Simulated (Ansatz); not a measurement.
Geometry optimisation of C4H6Cl2Si (`C=C[Si](Cl)(Cl)C=C`).

```yaml
crystal:
  periodic: [false, false, false]
  atoms:
    - {symbol: C, position_ang: [0.706605, -0.095825, 1.898323]}
    - {symbol: C, position_ang: [0.164445, 0.955596, 1.250666]}
    - {symbol: Si, position_ang: [0.044036, 1.079173, -0.608164]}
    - {symbol: Cl, position_ang: [-1.531224, 2.368924, -1.059224]}
    - {symbol: Cl, position_ang: [1.778679, 1.948202, -1.373968]}
    - {symbol: C, position_ang: [-0.203353, -0.547480, -1.487749]}
    - {symbol: C, position_ang: [-0.747025, -1.640880, -0.915068]}
    - {symbol: H, position_ang: [1.107424, -0.971869, 1.359941]}
    - {symbol: H, position_ang: [0.783078, -0.125398, 2.999192]}
    - {symbol: H, position_ang: [-0.215044, 1.812098, 1.837637]}
    - {symbol: H, position_ang: [0.103106, -0.591382, -2.549496]}
    - {symbol: H, position_ang: [-1.075977, -1.645628, 0.138252]}
    - {symbol: H, position_ang: [-0.894348, -2.580231, -1.475642]}
basis:
  gaussian: {orbitals: def2-TZVP}
hamiltonian: {xc: pbe0, dispersion: d4}
relax: {f_tol: 0.005, max_steps: 150}
```

```sh
$ ansatz run in.yaml --threads 4 --pin off --events-out ev --progress --plain --max-ram 11315MiB
```

Output, abridged:

```
Functional definition: PBE0
mean field -37156.48110962 eV, -1365.4754952112 hartree, gradient 2.7e-5 eV, S^2 0.000000; 0 other end points of the search recorded, 0 dependent functions left out
relax step   1: F+E_penalty+E_count = -37156.84961302 eV  Δ(F+E_penalty+E_count) = +0.000e0 eV  max|allowed force component| = 6.018e-1 eV/Å  Δτ_max = 0.0000 Å  (30 SCF iters, accepted)
mean field -37156.55399796 eV, -1365.4781738081 hartree, gradient 1.1e-5 eV, S^2 0.000000; 0 other end points of the search recorded, 0 dependent functions left out
relax step   2: F+E_penalty+E_count = -37156.92649108 eV  Δ(F+E_penalty+E_count) = -7.688e-2 eV  max|allowed force component| = 1.585e-1 eV/Å  Δτ_max = 0.0395 Å  (32 SCF iters, accepted)
mean field -37156.55607907 eV, -1365.4782502876 hartree, gradient 1.1e-5 eV, S^2 0.000000; 0 other end points of the search recorded, 0 dependent functions left out
relax step   3: F+E_penalty+E_count = -37156.93003920 eV  Δ(F+E_penalty+E_count) = -3.548e-3 eV  max|allowed force component| = 7.928e-2 eV/Å  Δτ_max = 0.0214 Å  (33 SCF iters, accepted)
mean field -37156.55679588 eV, -1365.4782766299 hartree, gradient 1.1e-5 eV, S^2 0.000000; 0 other end points of the search recorded, 0 dependent functions left out
relax step   4: F+E_penalty+E_count = -37156.93059497 eV  Δ(F+E_penalty+E_count) = -5.558e-4 eV  max|allowed force component| = 4.789e-2 eV/Å  Δτ_max = 0.0204 Å  (32 SCF iters, accepted)
mean field -37156.55731253 eV, -1365.4782956164 hartree, gradient 1.1e-5 eV, S^2 0.000000; 0 other end points of the search recorded, 0 dependent functions left out
relax step   5: F+E_penalty+E_count = -37156.93099027 eV  Δ(F+E_penalty+E_count) = -3.953e-4 eV  max|allowed force component| = 1.203e-2 eV/Å  Δτ_max = 0.0093 Å  (33 SCF iters, accepted)
mean field -37156.55730724 eV, -1365.4782954219 hartree, gradient 1.1e-5 eV, S^2 0.000000; 0 other end points of the search recorded, 0 dependent functions left out
relax step   6: F+E_penalty+E_count = -37156.93101898 eV  Δ(F+E_penalty+E_count) = -2.870e-5 eV  max|allowed force component| = 7.360e-3 eV/Å  Δτ_max = 0.0021 Å  (33 SCF iters, accepted)
mean field -37156.55730409 eV, -1365.4782953064 hartree, gradient 1.1e-5 eV, S^2 0.000000; 0 other end points of the search recorded, 0 dependent functions left out
relax step   7: F+E_penalty+E_count = -37156.93102960 eV  Δ(F+E_penalty+E_count) = -1.063e-5 eV  max|allowed force component| = 2.705e-3 eV/Å  Δτ_max = 0.0018 Å  (33 SCF iters, accepted)
mean field -37156.55730409 eV, -1365.4782953064 hartree, gradient 1.1e-5 eV, S^2 0.000000; 1 other end points of the search recorded, 0 dependent functions left out
Total energy: -37156.93106431 eV, -1365.4920307410 hartree
Atom 0 at     0.702457    -0.094714     1.869407 Å, force    -0.001686     0.000097    -0.000298 eV/Å
Atom 1 at     0.160175     0.942367     1.237536 Å, force    -0.000758     0.001649    -0.002243 eV/Å
Atom 2 at     0.045160     1.068306    -0.602546 Å, force     0.000119    -0.000805     0.000501 eV/Å
Atom 3 at    -1.509636     2.335313    -1.047983 Å, force    -0.000264    -0.000878    -0.000504 eV/Å
Atom 4 at     1.751761     1.930755    -1.355183 Å, force    -0.000462     0.000975     0.000658 eV/Å
Atom 5 at    -0.195722    -0.544106    -1.470317 Å, force     0.002190     0.002705    -0.001158 eV/Å
Atom 6 at    -0.742990    -1.614064    -0.900797 Å, force     0.000210     0.000694     0.000200 eV/Å
Atom 7 at     1.104938    -0.949210     1.333597 Å, force     0.001401    -0.000524    -0.000441 eV/Å
Atom 8 at     0.774333    -0.131834     2.952530 Å, force     0.000814    -0.000694     0.001521 eV/Å
Atom 9 at    -0.222053     1.775448     1.823731 Å, force     0.000979     0.000039     0.001823 eV/Å
Atom 10 at     0.115310    -0.602731    -2.511513 Å, force    -0.000115    -0.002230    -0.000571 eV/Å
Atom 11 at    -1.075941    -1.608151     0.132587 Å, force    -0.001342    -0.000044     0.000747 eV/Å
Atom 12 at    -0.887391    -2.542079    -1.446351 Å, force    -0.001086    -0.000983    -0.000234 eV/Å
Dipole moment:    -0.028744    -0.500567     0.284297 e Å
```

It took 50 s on 4 threads of an Arm Neoverse V2 on a shared host, with 1.1 GiB of host memory at the peak.
